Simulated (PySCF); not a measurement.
**Electron correlation in Cu⁻ (copper, charge -1)**

[Ar] 3d10 4s2, closed-shell 1S. Computed with PySCF 2.14 in aug-cc-pVDZ-PP with ECP10MDF, with scalar relativity through the core potential. Frozen: 3s2 3p6; 12 electrons correlated.

| level | correlation energy (mhartree) |
| --- | --- |
| CCSD | -437.55 |
| (T) | -22.78 |
| CCSD(T) | -460.33 |

Diagnostics: T1 = 0.046, D1 = 0.1331, largest double amplitude 0.088.

T1 exceeds 0.03, a sign that the reference determinant is poor.

Cost of the coupled-cluster step: about 1.4 core-seconds, for 12 correlated electrons.

Iterations:

```
CC2 = 0
CCSD nocc = 6, nmo = 50
frozen orbitals [0, 1, 2, 3]
max_cycle = 100
direct = 0
conv_tol = 1e-08
conv_tol_normt = 1e-06
diis_space = 8
diis_start_cycle = 0
Init t2, MP2 energy = -196.659094513525  E_corr(MP2) -0.494140048655395
Init E_corr(CCSD) = -0.494140048665387
cycle = 1  E_corr(CCSD) = -0.399219250880028  dE = 0.0949207978  norm(t1,t2) = 0.134337
cycle = 2  E_corr(CCSD) = -0.448916370564896  dE = -0.0496971197  norm(t1,t2) = 0.0809051
cycle = 3  E_corr(CCSD) = -0.436151325091001  dE = 0.0127650455  norm(t1,t2) = 0.0697068
cycle = 4  E_corr(CCSD) = -0.434872909769878  dE = 0.00127841532  norm(t1,t2) = 0.0173702
cycle = 5  E_corr(CCSD) = -0.437563557526185  dE = -0.00269064776  norm(t1,t2) = 0.00582071
cycle = 6  E_corr(CCSD) = -0.43787472720989  dE = -0.000311169684  norm(t1,t2) = 0.00224663
cycle = 7  E_corr(CCSD) = -0.437667338736667  dE = 0.000207388473  norm(t1,t2) = 0.00145693
cycle = 8  E_corr(CCSD) = -0.437558647311967  dE = 0.000108691425  norm(t1,t2) = 0.000482853
cycle = 9  E_corr(CCSD) = -0.43754190215482  dE = 1.67451571e-05  norm(t1,t2) = 8.47694e-05
cycle = 10  E_corr(CCSD) = -0.437550616339607  dE = -8.71418479e-06  norm(t1,t2) = 5.88778e-05
cycle = 11  E_corr(CCSD) = -0.437545938060623  dE = 4.67827898e-06  norm(t1,t2) = 1.62396e-05
cycle = 12  E_corr(CCSD) = -0.437547034446292  dE = -1.09638567e-06  norm(t1,t2) = 5.58916e-06
cycle = 13  E_corr(CCSD) = -0.437547330750835  dE = -2.96304543e-07  norm(t1,t2) = 2.19967e-06
cycle = 14  E_corr(CCSD) = -0.437547177978366  dE = 1.52772469e-07  norm(t1,t2) = 6.82273e-07
cycle = 15  E_corr(CCSD) = -0.437547186799409  dE = -8.82104334e-09  norm(t1,t2) = 2.586e-07
CCSD converged
E(CCSD) = -196.6025016516685  E_corr = -0.4375471867994092
CCSD(T) correction = -0.0227760321325451
```
